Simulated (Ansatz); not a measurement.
Wavefunction ladder for `[F][Ta]([F])([F])([Cl])[Cl]`

```xyz
6

F    -1.211    0.352   -1.392
Ta   -0.003    0.061    0.011
F    -0.085    1.874    0.354
F     1.199   -0.075    1.444
Cl   -1.431   -1.402    1.004
Cl    1.531   -0.810   -1.422
```

Charge 0, multiplicity 1. Correlated methods include outer-core shells of Ta, which these sets cover unevenly. Ta: def2 effective core potential. The structure was optimised at the PBE0-D4/def2-TZVP level. Frozen core, restricted reference, Ansatz 0.2.0.

```tsv
basis	HF (Eh)	MP2 corr.
def2-SVP	-1273.47947	-1.11740
def2-TZVPP	-1274.20772	-1.53146
def2-QZVPP	-1274.24808	-1.69276
```

Question: Estimate the CCSD correlation energy and the (T) correction in each basis where they were run (hartree).

Answer: 
```
     basis  CCSD corr.       (T)
  def2-SVP    -1.12090  -0.03335
def2-TZVPP    -1.53532  -0.06482
```
